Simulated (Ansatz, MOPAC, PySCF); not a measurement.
Dimer: aminoborane (SMILES BN) (first 6 atoms) with H2O (SMILES O); geometry from B3LYP-D3(BJ)/def2-TZVP, rigid monomers moved along the line of their centres of mass till H5···O7 is 1.91 Å.
(charge 0, multiplicity 1):
```xyz
9

B      0.56177    -0.49260    -0.14923
N     -0.51178     0.25760     0.29739
H      0.74411    -0.63785    -1.31991
H      1.29521    -0.98582     0.65819
H     -0.69783     0.40530     1.28115
H     -1.16605     0.70458    -0.32372
O     -0.18468     0.14454     3.10388
H      0.76762     0.16471     2.95413
H     -0.38198    -0.76900     3.33832
```

Interaction energies are E(AB) − E(A) − E(B) at the monomers' geometry in the complex; basis-set methods are counterpoise corrected. Rows marked so take none.

Rows in 6-31G* carry no dispersion term and start afresh at each structure (6-31G* with six Cartesian d functions). The state reached by PM6 isn't checked.

Programs: Ansatz (a quantum-chemistry and plane-wave program); MOPAC for PM6 (differences of heats of formation); PySCF for 6-31G* rows. 

**Question.** One of these levels gives -13.3 kJ/mol for the interaction energy. Which one is it?
A. PM6
B. M06-2X/6-31G* (no counterpoise)
C. HF/aug-cc-pVDZ
D. HF/6-31G*

**Answer.** A, PM6. The others give -5.9 (HF/6-31G*), -1.0 (HF/aug-cc-pVDZ), -29.2 (M06-2X/6-31G* (no counterpoise))
